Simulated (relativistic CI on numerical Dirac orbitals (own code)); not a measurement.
**Rb XXXVI: computed level list**

These numbers are calculated, not measured: Dirac-Coulomb-Breit CI, KLI orbitals optimised for each configuration, model QED, unscaled Slater integrals (own radial code, finite nucleus).

Configurations in the expansion: 1s2, 1s 2s, 1s 2p, 1s 3s, 1s 3p, 1s 3d, 1s 4s, 1s 4p, 1s 4d, 1s 4f, 1s 5s, 1s 5p, 1s 5d, 1s 5f, 1s 5g, 1s 6s, 1s 6p, 1s 6d. Levels of other configurations are missing.

| No. | Configuration | Term | J | E (10³ cm⁻¹) | % | Next component (%) | Landé g |
| --- | --- | --- | --- | --- | --- | --- | --- |
| 1 | 1s2 | 1S | 0 | 0 | 100 |  |  |
| 2 | 1s 2s | 3S | 1 | 110762 | 100 |  | 1.972 |
| 3 | 1s 2p | 3P° | 0 | 111134 | 100 |  |  |
| 4 | 1s 2p | 3P° | 1 | 111155 | 79 | 21 1P° | 1.366 |
| 5 | 1s 2s | 1S | 0 | 111159 | 100 |  |  |
| 6 | 1s 2p | 3P° | 2 | 111745 | 100 |  | 1.482 |
| 7 | 1s 2p | 1P° | 1 | 111942 | 79 | 21 3P° | 1.105 |
| 8 | 1s 3s | 3S | 1 | 131403 | 100 |  | 1.975 |
| 9 | 1s 3p | 3P° | 0 | 131505 | 100 |  |  |
| 10 | 1s 3s | 1S | 0 | 131509 | 100 |  |  |
| 11 | 1s 3p | 3P° | 1 | 131511 | 78 | 22 1P° | 1.366 |
| 12 | 1s 3p | 3P° | 2 | 131687 | 100 |  | 1.486 |
| 13 | 1s 3d | 3D | 2 | 131735 | 62 | 38 1D | 1.088 |
| 14 | 1s 3d | 3D | 1 | 131738 | 100 |  | 0.506 |
| 15 | 1s 3p | 1P° | 1 | 131741 | 78 | 22 3P° | 1.115 |
| 16 | 1s 3d | 3D | 3 | 131796 | 100 |  | 1.323 |
| 17 | 1s 3d | 1D | 2 | 131801 | 62 | 38 3D | 1.067 |
| 18 | 1s 4s | 3S | 1 | 138555 | 100 |  | 1.976 |
| 19 | 1s 4p | 3P° | 0 | 138597 | 100 |  |  |
| 20 | 1s 4s | 1S | 0 | 138598 | 100 |  |  |
| 21 | 1s 4p | 3P° | 1 | 138599 | 78 | 22 1P° | 1.366 |
| 22 | 1s 4p | 3P° | 2 | 138673 | 100 |  | 1.487 |
| 23 | 1s 4d | 3D | 2 | 138693 | 62 | 38 1D | 1.090 |
| 24 | 1s 4d | 3D | 1 | 138695 | 100 |  | 0.508 |
| 25 | 1s 4p | 1P° | 1 | 138696 | 78 | 22 3P° | 1.118 |
| 26 | 1s 4d | 3D | 3 | 138719 | 100 |  | 1.324 |
| 27 | 1s 4f | 3F° | 3 | 138720 | 57 | 43 1F° | 1.037 |
| 28 | 1s 4f | 3F° | 2 | 138721 | 100 |  | 0.672 |
| 29 | 1s 4d | 1D | 2 | 138721 | 62 | 38 3D | 1.068 |
| 30 | 1s 4f | 3F° | 4 | 138733 | 100 |  | 1.242 |
| 31 | 1s 4f | 1F° | 3 | 138734 | 57 | 43 3F° | 1.040 |
| 32 | 1s 5s | 3S | 1 | 141844 | 100 |  | 1.977 |
| 33 | 1s 5p | 3P° | 0 | 141865 | 100 |  |  |
| 34 | 1s 5s | 1S | 0 | 141866 | 100 |  |  |
| 35 | 1s 5p | 3P° | 1 | 141866 | 78 | 22 1P° | 1.366 |
| 36 | 1s 5p | 3P° | 2 | 141904 | 100 |  | 1.488 |
| 37 | 1s 5d | 3D | 2 | 141915 | 63 | 37 1D | 1.091 |
| 38 | 1s 5d | 3D | 1 | 141915 | 100 |  | 0.509 |
| 39 | 1s 5p | 1P° | 1 | 141916 | 78 | 22 3P° | 1.120 |
| 40 | 1s 5d | 3D | 3 | 141928 | 100 |  | 1.325 |
| 41 | 1s 5f | 3F° | 3 | 141928 | 57 | 43 1F° | 1.038 |
| 42 | 1s 5f | 3F° | 2 | 141929 | 100 |  | 0.672 |
| 43 | 1s 5d | 1D | 2 | 141929 | 63 | 37 3D | 1.069 |
| 44 | 1s 5f | 3F° | 4 | 141935 | 100 |  | 1.243 |
| 45 | 1s 5g | 3G | 4 | 141935 | 55 | 45 1G | 1.020 |

Energies count from the lowest computed level; ° marks odd parity.

The mean weight of the leading LS term, summed over parents, in these 45 levels is 87 %, and that of the leading jj configuration (from the same eigenvectors) 100 %, so jj coupling describes them better and the LS labels are nominal.

At this charge energies of transitions that change n are usually good to better than 1 %, and those within a shell (Δn = 0) to a few per cent.

LS names give the leading component of a level, which can be under half, so a name can repeat, a term be missing and a line seem to break the LS rules.
